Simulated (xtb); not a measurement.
I$_{3}$Sn, charge -1, singlet, from a rough starting geometry (GFN-xTB shapes and energies of metal compounds can be far from the true ones); xtb with GFN2-xTB.

Here is a job for xtb.
```
$ xtb mol.xyz --gfn 2 --chrg -1 --opt vtight --json

# file mol.xyz
4

Sn    -0.03948736     0.00977658     0.97637604
I     -1.96881292    -1.57275167    -0.35110545
I     -0.39313569     2.54453402    -0.29609554
I      2.36523392    -0.95157403    -0.30262306
```

Output, abridged:

```
   ID    Z sym.   atoms
    1   50 Sn     1
    2   53 I      2-4

           -------------------------------------------------
          |                Calculation Setup                |
           -------------------------------------------------

           -------------------------------------------------
          |                 G F N 2 - x T B                 |
           -------------------------------------------------

          ...................................................
          :                      SETUP                      :
          :.................................................:
          :  # basis functions                  40          :
          :  # atomic orbitals                  36          :
          :  # shells                           12          :
          :  # electrons                        26          :
          :  max. iterations                   250          :
          :  Hamiltonian                  GFN2-xTB          :
          :  restarted?                      false          :
          :  GBSA solvation                  false          :
          :  PC potential                    false          :
          :  electronic temp.          300.0000000     K    :
          :  accuracy                    1.0000000          :
          :  -> integral cutoff          0.2500000E+02      :
          :  -> integral neglect         0.1000000E-07      :
          :  -> SCF convergence          0.1000000E-05 Eh   :
          :  -> wf. convergence          0.1000000E-03 e    :
          :  Broyden damping             0.4000000          :
          :  net charge                         -1          :
          :  unpaired electrons                  0          :
          ...................................................

 iter      E             dE          RMSdq      gap      omega  full diag
   1    -10.1036731 -0.101037E+02  0.295E+01    2.57       0.0  T
   2     -8.0765848  0.202709E+01  0.598E+01    2.45       1.0  T
   3    -12.3940806 -0.431750E+01  0.286E+01    8.42       1.0  T
   4    -12.7926183 -0.398538E+00  0.235E+01    8.21       1.0  T
   5    -14.0349601 -0.124234E+01  0.501E+00    5.82       1.0  T
   6    -13.6703893  0.364571E+00  0.129E+01    6.89       1.0  T
   7    -14.0550955 -0.384706E+00  0.528E+00    5.73       1.0  T
   8    -14.0652964 -0.102010E-01  0.337E+00    5.64       1.0  T
   9    -14.0634248  0.187162E-02  0.922E-01    5.48       1.0  T
  10    -14.0659955 -0.257071E-02  0.101E+00    5.72       1.0  T
  11    -14.0673695 -0.137396E-02  0.270E-01    5.62       1.0  T
  12    -14.0675013 -0.131848E-03  0.922E-02    5.64       1.0  T
  13    -14.0674951  0.624078E-05  0.348E-02    5.64       1.4  T
  14    -14.0674999 -0.484695E-05  0.243E-02    5.64       2.1  T
  15    -14.0675038 -0.382905E-05  0.598E-03    5.65       8.4  T
  16    -14.0675040 -0.184984E-06  0.303E-03    5.65      16.5  T
  17    -14.0675041 -0.116399E-06  0.142E-03    5.65      35.1  T
  18    -14.0675041 -0.105940E-07  0.163E-03    5.65      30.7  T
  19    -14.0675041 -0.365812E-09  0.882E-04    5.65      56.7  T
  20    -14.0675041 -0.115165E-08  0.116E-04    5.65     431.1  T

   *** convergence criteria satisfied after 20 iterations ***

         :::::::::::::::::::::::::::::::::::::::::::::::::::::
         ::                     SUMMARY                     ::
         :::::::::::::::::::::::::::::::::::::::::::::::::::::
         :: total energy             -14.063645036810 Eh    ::
         :: gradient norm              0.010995409122 Eh/a0 ::
         :: HOMO-LUMO gap              5.646614258134 eV    ::
         ::.................................................::
         :: SCC energy               -14.067501440226 Eh    ::
         :: -> isotropic ES            0.098045015985 Eh    ::
         :: -> anisotropic ES         -0.002614968596 Eh    ::
         :: -> anisotropic XC         -0.012872295662 Eh    ::
[...]
 * total energy  :   -14.0636450 Eh     change       -0.1814193E-10 Eh
 * total energy  :   -14.0549559 Eh     change        0.8689111E-02 Eh
 * total energy  :   -14.0640344 Eh     change       -0.9078477E-02 Eh
 * total energy  :   -14.0619152 Eh     change        0.2119193E-02 Eh
 * total energy  :   -14.0641502 Eh     change       -0.2235014E-02 Eh
 * total energy  :   -14.0635844 Eh     change        0.5658523E-03 Eh
 * total energy  :   -14.0641886 Eh     change       -0.6042361E-03 Eh
 * total energy  :   -14.0641884 Eh     change        0.1908816E-06 Eh
 * total energy  :   -14.0641892 Eh     change       -0.7477639E-06 Eh
 * total energy  :   -14.0641892 Eh     change       -0.1891395E-08 Eh
   *** GEOMETRY OPTIMIZATION CONVERGED AFTER 10 ITERATIONS ***
         :: total energy             -14.064189166491 Eh    ::
[...]
         1        2.0000           -0.6562426             -17.8573
         2        2.0000           -0.5655427             -15.3892
         3        2.0000           -0.5655361             -15.3890
         4        2.0000           -0.5512781             -15.0010
         5        2.0000           -0.2846119              -7.7447
         6        2.0000           -0.2846072              -7.7446
         7        2.0000           -0.2681742              -7.2974
         8        2.0000           -0.2598851              -7.0718
         9        2.0000           -0.2598841              -7.0718
        10        2.0000           -0.2516365              -6.8474
        11        2.0000           -0.2516343              -6.8473
        12        2.0000           -0.2505748              -6.8185
        13        2.0000           -0.2454867              -6.6800 (HOMO)
        14                         -0.0298915              -0.8134 (LUMO)
        15                         -0.0298838              -0.8132
        16                         -0.0278597              -0.7581
        17                          0.1206340               3.2826
        18                          0.1315191               3.5788
        19                          0.1315224               3.5789
        20                          0.1952346               5.3126
        21                          0.1952364               5.3127
        22                          0.2148490               5.8463
        23                          0.2169258               5.9029
        24                          0.2169331               5.9030
       ...                                ...                  ...
        36                          1.0179301              27.6993
      -------------------------------------------------------------
                  HL-Gap            0.2155952 Eh            5.8666 eV
             Fermi-level           -0.1376891 Eh           -3.7467 eV

     #   Z          covCN         q      C6AA      α(0)
     1  50 Sn       2.561     0.347   383.198    38.907
     2  53 I        0.860    -0.449   406.433    34.802
     3  53 I        0.860    -0.449   406.430    34.802
     4  53 I        0.860    -0.449   406.431    34.802

 Mol. C6AA /au·bohr⁶  :       6392.084571
 Mol. C8AA /au·bohr⁸  :     636495.584721
 Mol. α(0) /au        :        143.314345

Wiberg/Mayer (AO) data.
largest (>0.10) Wiberg bond orders for each atom

 ---------------------------------------------------------------------------
     #   Z sym  total        # sym  WBO       # sym  WBO       # sym  WBO
 ---------------------------------------------------------------------------
     1  50 Sn   2.680 --     3 I    0.893     4 I    0.893     2 I    0.893
     2  53 I    0.903 --     1 Sn   0.893
     3  53 I    0.903 --     1 Sn   0.893
     4  53 I    0.903 --     1 Sn   0.893
 ---------------------------------------------------------------------------

Topologies differ in total number of bonds
Writing topology from bond orders to xtbtopo.mol

molecular dipole:
                 x           y           z       tot (Debye)
 q only:       -0.001      -0.028       1.382
   full:       -0.019      -0.043       2.864       7.281
molecular quadrupole (traceless):
                xx          xy          yy          xz          yz          zz
 q only:       -8.154       0.003      -8.155      -0.347      -0.219      16.309
  q+dip:      -15.217       0.007     -15.221      -0.655      -0.402      30.438
   full:      -15.351       0.007     -15.355      -0.660      -0.406      30.706

optimized geometry written to: xtbopt.xyz

           -------------------------------------------------
          | TOTAL ENERGY              -14.064189166491 Eh   |
          | GRADIENT NORM               0.000015786273 Eh/α |
          | HOMO-LUMO GAP               5.866644238463 eV   |
           -------------------------------------------------

normal termination of xtb
```
